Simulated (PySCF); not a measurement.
Computed shifts of a molecule C2H8OSi2, PBE/pcSseg-1 (PySCF), GIAO, gas phase, atoms alike by connectivity averaged where their shifts nearly agree, in ppm (number of nuclei): ¹³C: 145.6 (1), 140.6 (1). ²⁹Si: -28.0 (1), -36.1 (1). ¹H: 6.76 (2), 6.47 (1), 5.67 (2), 5.55 (3). References: ¹³C against TMS (σ = 182.0 ppm); ²⁹Si against TMS (σ = 335.4 ppm); ¹⁷O against H2O (σ = 334.3 ppm); ¹H against TMS (σ = 31.49 ppm), references at their B3LYP-D3(BJ)/def2-TZVP geometries, non-relativistic. The structure is a stationary point at ωB97X-D3(BJ)/def2-SVP. One conformer was computed; it need not be the lowest.

Q: Which molecule gave these data?
(A) C=CO[SiH2][SiH3]
(B) C=C[SiH2]O[SiH3]
(C) O[SiH2]/C=C/[SiH3]
(D) O[SiH]1C[SiH2]C1

A: B, C=C[SiH2]O[SiH3]
